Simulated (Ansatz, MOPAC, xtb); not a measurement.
H2O (SMILES O) and CH4S (SMILES CS) are pulled apart as rigid monomers along the line of their centres of mass, from the B3LYP-D3(BJ)/def2-TZVP minimum. Starting geometry (charge 0, multiplicity 1):
```csv
atom,x (Å),y (Å),z (Å)
O,0.2608,-0.0870,0.2851
H,0.8310,-0.7092,-0.1793
H,-0.6184,-0.2140,-0.0875
C,0.8238,0.8283,4.3296
S,0.2309,-0.7983,3.7575
H,0.1350,1.6205,4.0434
H,0.8709,0.7781,5.4161
H,1.8184,1.0420,3.9437
H,0.2472,-0.5190,2.4403
```

Interaction energies with rigid monomers; basis-set methods are counterpoise corrected unless marked otherwise.

Frozen-core correlation. The state that PM6 reach isn't checked.

The values were computed with Ansatz (an electronic-structure program) with Gaussian orbitals; MOPAC for PM6 (differences of heats of formation); xtb for the GFN methods. Each number belongs to the level named beside it.

```json
[
 {"O1···H9 (Å)": "1.98", "PM6 (kJ/mol)": "-14.1", "GFN1-xTB (kJ/mol)": "-6.7", "GFN2-xTB (kJ/mol)": "-14.7", "MP2/aug-cc-pV(D+d)Z (kJ/mol)": "…", "SCS-MP2/aug-cc-pV(D+d)Z (kJ/mol)": "-2.2"},
 {"O1···H9 (Å)": "2.20", "PM6 (kJ/mol)": "-11.8", "GFN1-xTB (kJ/mol)": "-9.9", "GFN2-xTB (kJ/mol)": "-13.9", "MP2/aug-cc-pV(D+d)Z (kJ/mol)": "-8.6", "SCS-MP2/aug-cc-pV(D+d)Z (kJ/mol)": "-6.6"},
 {"O1···H9 (Å)": "2.52", "PM6 (kJ/mol)": "-8.0", "GFN1-xTB (kJ/mol)": "-8.7", "GFN2-xTB (kJ/mol)": "…", "MP2/aug-cc-pV(D+d)Z (kJ/mol)": "-8.5", "SCS-MP2/aug-cc-pV(D+d)Z (kJ/mol)": "-7.4"},
 {"O1···H9 (Å)": "3.07", "PM6 (kJ/mol)": "-4.3", "GFN1-xTB (kJ/mol)": "-4.3", "GFN2-xTB (kJ/mol)": "-6.8", "MP2/aug-cc-pV(D+d)Z (kJ/mol)": "-5.6", "SCS-MP2/aug-cc-pV(D+d)Z (kJ/mol)": "-5.1"},
 {"O1···H9 (Å)": "3.94", "PM6 (kJ/mol)": "-2.2", "GFN1-xTB (kJ/mol)": "-1.7", "GFN2-xTB (kJ/mol)": "-3.5", "MP2/aug-cc-pV(D+d)Z (kJ/mol)": "-2.6", "SCS-MP2/aug-cc-pV(D+d)Z (kJ/mol)": "-2.4"}
]
```

Problem. Fill in the missing entries.

Solution. 
- 2.52, GFN2-xTB (kJ/mol): -10.9
- 1.98, MP2/aug-cc-pV(D+d)Z (kJ/mol): -5.2
